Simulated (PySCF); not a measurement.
C4H9 (SMILES C[C+](C)C), charge +1, singlet, geometry from GFN2-xTB; PySCF with SVWN5/STO-3G.

Input for PySCF:
```python
from pyscf import gto, scf, dft

mol = gto.M(
    atom='''
C    -0.393034    1.375284    0.225055
C    -0.000000    0.000000    0.000000
C     1.359760   -0.417833    0.270185
C    -0.966725   -0.957450   -0.495240
H     0.257210    2.045904   -0.347836
H    -0.182466    1.656657    1.262959
H    -1.433914    1.582096   -0.009082
H     1.797401   -0.863043   -0.630377
H     1.357726   -1.252290    0.980418
H     2.002436    0.377666    0.637838
H    -1.395098   -0.598990   -1.437979
H    -0.568522   -1.959762   -0.628756
H    -1.834773   -0.988237    0.172816
''',
    basis='sto-3g',
    charge=1,
    spin=0,
    verbose=4,
)

mf = dft.RKS(mol)
mf.xc = 'lda,vwn'
mf.conv_tol = 1e-12
mf.kernel()
```

Task: What does PySCF print? Leave out banner, timings and long lists.

Result: 
```
PySCF version 2.14.0

[INPUT] verbose = 4
[INPUT] num. atoms = 13
[INPUT] num. electrons = 32
[INPUT] charge = 1
[INPUT] spin (= nelec alpha-beta = 2S) = 0
[INPUT] symmetry False subgroup None
[INPUT] Mole.unit = angstrom
[INPUT] Symbol           X                Y                Z      unit          X                Y                Z       unit  Magmom
[INPUT]  1 C     -0.393034000000   1.375284000000   0.225055000000 AA   -0.742726617642   2.598910103496   0.425292312964 Bohr   0.0
[INPUT]  2 C      0.000000000000   0.000000000000   0.000000000000 AA    0.000000000000   0.000000000000   0.000000000000 Bohr   0.0
[INPUT]  3 C      1.359760000000  -0.417833000000   0.270185000000 AA    2.569573995139  -0.789589935805   0.510575652966 Bohr   0.0
[INPUT]  4 C     -0.966725000000  -0.957450000000  -0.495240000000 AA   -1.826845487770  -1.809318277965  -0.935867965930 Bohr   0.0
[INPUT]  5 H      0.257210000000   2.045904000000  -0.347836000000 AA    0.486056456499   3.866198237152  -0.657314776264 Bohr   0.0
[INPUT]  6 H     -0.182466000000   1.656657000000   1.262959000000 AA   -0.344810767045   3.130628012344   2.386646616555 Bohr   0.0
[INPUT]  7 H     -1.433914000000   1.582096000000  -0.009082000000 AA   -2.709704746180   2.989728142770  -0.017162492663 Bohr   0.0
[INPUT]  8 H      1.797401000000  -0.863043000000  -0.630377000000 AA    3.396595626019  -1.630914903723  -1.191239885225 Bohr   0.0
[INPUT]  9 H      1.357726000000  -1.252290000000   0.980418000000 AA    2.565730292201  -2.366485128532   1.852721507594 Bohr   0.0
[INPUT] 10 H      2.002436000000   0.377666000000   0.637838000000 AA    3.784055621970   0.713685306560   1.205339131840 Bohr   0.0
[INPUT] 11 H     -1.395098000000  -0.598990000000  -1.437979000000 AA   -2.636353136928  -1.131927051353  -2.717386482876 Bohr   0.0
[INPUT] 12 H     -0.568522000000  -1.959762000000  -0.628756000000 AA   -1.074350875790  -3.703413449330  -1.188176639177 Bohr   0.0
[INPUT] 13 H     -1.834773000000  -0.988237000000   0.172816000000 AA   -3.467218470747  -1.867497276162   0.326574909943 Bohr   0.0

nuclear repulsion = 128.055247464598
number of shells = 21
number of NR pGTOs = 87
number of NR cGTOs = 29
basis = sto-3g
ecp = {}

******** <class 'pyscf.dft.rks.RKS'> ********
method = RKS
initial guess = minao
damping factor = 0
level_shift factor = 0
DIIS = <class 'pyscf.scf.diis.CDIIS'>
diis_start_cycle = 1
diis_space = 8
diis_damp = 0
SCF conv_tol = 1e-12
SCF conv_tol_grad = None
SCF max_cycles = 50
direct_scf = True
direct_scf_tol = 1e-13
XC library pyscf.dft.libxc version 7.1.2
    S. Lehtola, C. Steigemann, M. J. T. Oliveira, and M. A. L. Marques,  SoftwareX 7, 1–5 (2018)
XC functionals = lda,vwn
    P. A. M. Dirac,  Math. Proc. Cambridge Philos. Soc. 26, 376 (1930)
    F. Bloch,  Z. Phys. 57, 545 (1929)
    S. H. Vosko, L. Wilk, and M. Nusair,  Can. J. Phys. 58, 1200 (1980)
radial grids:
    Treutler-Ahlrichs [JCP 102, 346 (1995); DOI:10.1063/1.469408] (M4) radial grids

becke partition: Becke, JCP 88, 2547 (1988); DOI:10.1063/1.454033
pruning grids: <function nwchem_prune>
grids dens level: 3
symmetrized grids: False
atomic radii adjust function: <function treutler_atomic_radii_adjust>
small_rho_cutoff = 0
Set gradient conv threshold to 1e-06
Initial guess from minao.
tot grids = 144744
init E= -154.518794359583
  HOMO = -0.353648597975149  LUMO = -0.1016806520988  gap/eV = 6.85640
cycle= 1 E= -154.147009478281  delta_E= 0.372  |g|= 0.343  |ddm|= 4.18
  HOMO = -0.515005188154761  LUMO = -0.383064542775426  gap/eV = 3.59029
cycle= 2 E= -154.087140155132  delta_E= 0.0599  |g|= 0.559  |ddm|= 1.03
  HOMO = -0.520044692924375  LUMO = -0.320574021112214  gap/eV = 5.42787
cycle= 3 E= -154.182710315581  delta_E= -0.0956  |g|= 0.041  |ddm|= 0.652
  HOMO = -0.526596670166761  LUMO = -0.328943848355672  gap/eV = 5.37841
cycle= 4 E= -154.183312103269  delta_E= -0.000602  |g|= 0.00759  |ddm|= 0.0644
  HOMO = -0.525633298392121  LUMO = -0.327912555071935  gap/eV = 5.38026
cycle= 5 E= -154.183330993681  delta_E= -1.89e-05  |g|= 0.000669  |ddm|= 0.011
  HOMO = -0.525618033823593  LUMO = -0.327974258185119  gap/eV = 5.37816
cycle= 6 E= -154.183331197272  delta_E= -2.04e-07  |g|= 5.22e-05  |ddm|= 0.00129
  HOMO = -0.525617144402721  LUMO = -0.327966775914018  gap/eV = 5.37834
cycle= 7 E= -154.18333119821  delta_E= -9.38e-10  |g|= 3.92e-06  |ddm|= 6.61e-05
  HOMO = -0.525616961535524  LUMO = -0.327966222150998  gap/eV = 5.37835
cycle= 8 E= -154.183331198216  delta_E= -6.25e-12  |g|= 1.35e-07  |ddm|= 5.41e-06
  HOMO = -0.525616969609491  LUMO = -0.327966232699142  gap/eV = 5.37835
cycle= 9 E= -154.183331198216  delta_E=    0  |g|= 6.05e-08  |ddm|= 2.19e-07
  HOMO = -0.525616973129327  LUMO = -0.32796623789105  gap/eV = 5.37835
Extra cycle  E= -154.183331198216  delta_E= 1.71e-13  |g|= 7.57e-08  |ddm|= 1.79e-07
converged SCF energy = -154.183331198216
```
